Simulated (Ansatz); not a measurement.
B4O11H10, a hydroxylated oxide cluster. Total charge 0; triplet. Geometry PBE-D4/def2-SVP, that of the neutral singlet; atoms count from 1.

| atom | x (Å) | y (Å) | z (Å) |
| --- | --- | --- | --- |
| B1 | -1.0212 | -0.0746 | 1.7133 |
| B2 | -1.3909 | -1.1526 | -0.4739 |
| B3 | -0.0351 | 2.2460 | -0.8439 |
| B4 | 1.8129 | -0.9597 | -0.3008 |
| O5 | -1.4163 | -2.4410 | 0.0214 |
| O6 | -1.5129 | -1.1607 | 2.4259 |
| O7 | -1.3024 | -0.0413 | 0.3483 |
| O8 | -0.2806 | 0.8868 | 2.3086 |
| O9 | -1.2986 | -0.9850 | -1.8343 |
| O10 | 0.0378 | 1.4932 | -2.0076 |
| O11 | 0.8789 | 2.1635 | 0.1973 |
| O12 | -1.0475 | 3.1495 | -0.6784 |
| O13 | 1.4777 | -0.8050 | -1.6323 |
| O14 | 2.6920 | 0.0004 | 0.1817 |
| O15 | 1.3351 | -1.9093 | 0.5574 |
| H16 | -1.5637 | -2.3895 | 0.9968 |
| H17 | -1.2164 | -1.1416 | 3.3536 |
| H18 | 0.0933 | 1.5218 | 1.6362 |
| H19 | -1.1278 | -0.0294 | -2.0330 |
| H20 | 0.7857 | 0.8455 | -2.0029 |
| H21 | 1.6299 | 1.5393 | 0.0563 |
| H22 | -1.6503 | 3.1378 | -1.4415 |
| H23 | 0.6807 | -1.3133 | -1.9075 |
| H24 | 2.8777 | -0.1561 | 1.1261 |
| H25 | 0.5617 | -2.4248 | 0.2334 |

In the triplet geometry the species has come apart into loosely held pieces. At PBE0-D4/def2-SVP a singlet of charge 0 lies 8.69 eV below the triplet at the same geometry.

Q: Estimate the Mulliken populations from the PBE0/def2-SVP orbitals of Ansatz.

A: 
| atom | charge (e) | spin (α − β) |
| --- | --- | --- |
| B1 | 0.02 | 0.08 |
| B2 | 0.03 | 0.09 |
| B3 | 0.08 | 0.02 |
| B4 | -0.09 | 0.19 |
| O5 | -0.10 | 0.18 |
| O6 | -0.21 | 0.02 |
| O7 | -0.20 | 0.00 |
| O8 | -0.16 | 0.05 |
| O9 | -0.10 | 0.18 |
| O10 | -0.25 | 0.02 |
| O11 | -0.24 | 0.03 |
| O12 | -0.14 | 0.04 |
| O13 | -0.09 | 0.20 |
| O14 | -0.17 | -0.02 |
| O15 | 0.00 | 0.30 |
| H16 | 0.18 | 0.04 |
| H17 | 0.19 | 0.03 |
| H18 | 0.22 | 0.00 |
| H19 | 0.19 | 0.03 |
| H20 | 0.19 | 0.02 |
| H21 | 0.18 | 0.03 |
| H22 | 0.19 | 0.01 |
| H23 | 0.09 | 0.15 |
| H24 | 0.13 | 0.10 |
| H25 | 0.04 | 0.19 |
Mulliken values depend strongly on the basis.

Q: Where does the spin sit?

A: Summed by element: B 0.38, O 1.01, H 0.61, of 2 unpaired in all. Largest on single atoms: O15 0.30, O13 0.20, B4 0.19.

Q: And the Mayer bond orders between heavy atoms (over 0.3)?

A: B1–O6 1.28 (1.39 Å); B1–O7 1.10 (1.39 Å); B1–O8 1.47 (1.35 Å); B2–O5 1.27 (1.38 Å); B2–O7 1.21 (1.39 Å); B2–O9 1.29 (1.37 Å); B3–O10 1.26 (1.39 Å); B3–O11 1.23 (1.39 Å); B3–O12 1.39 (1.37 Å); B4–O13 1.20 (1.38 Å); B4–O14 1.29 (1.39 Å); B4–O15 1.23 (1.37 Å).
